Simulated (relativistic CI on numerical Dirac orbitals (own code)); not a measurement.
**A ladder of approximations for the levels of Nd I**

Calculated with a relativistic CI code on KLI orbitals (one set per configuration, finite nucleus), adding one ingredient at a time: step 1, Dirac-Coulomb, each configuration alone; step 2, with Breit and QED terms; step 3, with configuration mixing; step 4, with scaled Slater integrals (0.85); step 5, with a P86 correlation estimate; step 6, tied to the ionisation limit. P86 is a density functional for the correlation energy, evaluated here for each configuration and added to its levels. Step 6 is semi-empirical: configurations made of the next ion and one excited electron move by 8384 cm⁻¹, so that their limit matches the tabulated ionisation energy, and those with a non-penetrating f or g electron also take the P86 value of the least penetrating other one.

Configurations in the expansion (outside the closed core [Xe]): 4f4 6s2, 4f3 6s2 5d, 4f4 6s 5d, 4f4 6s 6p, 4f3 6s2 8s, 4f2 6s2 5f 7s, 4f3 6s 7s2, 4f3 6s2 7s, 4f4 7s2, 4f3 5d 7s2, 4f3 7s2 8s.

Computed minus measured energy above the ground level, in cm⁻¹, for 10 of the 39 excited levels that pair in every step (one J of a term; a digit in brackets numbers repeated terms):

```
Configuration  Term  J  Measured  Step 1  Step 2  Step 3  Step 4  Step 5  Step 6
      4f4 6s2    5I  5      1128     171      44      44      48      48      48
   4f3 6s2 5d   5L°  6      6764  -13572  -12792  -12754  -13165  -10920  -10925
   4f3 6s2 5d   5K°  5      6854  -13272  -12499  -12696  -13081  -10845  -10803
    4f4 6s 5d    7L  5      8475   -4651   -4729   -4649   -3388   -4554    3823
   4f3 6s2 5d   5I°  4      9084  -10437   -9681  -11146  -11901   -9718   -9400
    4f4 6s 5d    7K  4      9815   -4197   -4283   -4203   -3194   -4360    4017
   4f3 6s2 5d   5H°  3      9927  -10682   -9912  -10762  -11768   -9560   -9377
      4f4 6s2    5F  1     10119    3044    3008    2954    1156    1153    1166
    4f4 6s 6p   5K°  5     20301  -11769  -11906  -11824  -11331  -10291   -1897
    4f4 6s 6p   5H°  3     21573  -12178  -12345  -11860  -11689  -10635   -2231
```

Mean absolute errors in cm⁻¹, over all paired levels and for the configurations:

| Configuration, levels | Step 1 | Step 2 | Step 3 | Step 4 | Step 5 | Step 6 |
| --- | --- | --- | --- | --- | --- | --- |
| all, 39 | 6912 | 6804 | 6905 | 6446 | 6043 | 5229 |
| 4f4 6s2, 9 | 2062 | 1818 | 1788 | 747 | 745 | 753 |
| 4f3 6s2 5d, 13 | 12220 | 11646 | 12104 | 12701 | 10476 | 10377 |
| 4f4 6s 5d, 14 | 4030 | 4375 | 4295 | 3214 | 4380 | 3997 |
| 4f4 6s 6p, 3 | 11912 | 12120 | 11903 | 11521 | 10485 | 2094 |

Measured levels: NIST Handbook of Basic Atomic Spectroscopic Data (Sansonetti and Martin, J. Phys. Chem. Ref. Data 34, 1559 (2005)).

The mean absolute error is lowest at step 6 (5229 cm⁻¹), and the largest single drop is from step 5 to 6 (6043 to 5229). Terms of the ground configuration are off by 2062 at first, 1788 with mixing and 747 after scaling, which stands in for the correlation that narrows term splittings. The Breit and QED terms change the top of the ground term (measured 5049) from 5976 to 5400. Mixing lowers the ground level by 80; relative to it the configurations that move most are 4f3 6s2 5d by -458, 4f4 6s 6p by +217, 4f4 6s 5d by +80. The P86 estimate moves 4f3 6s2 5d by +2225, 4f4 6s 5d by -1166, 4f4 6s 6p by +1036, and takes the mean absolute error of the excited configurations from 8156 to 7632. Step 6 takes that error from 7632 to 6571; the error more than halves for 4f4 6s 6p.
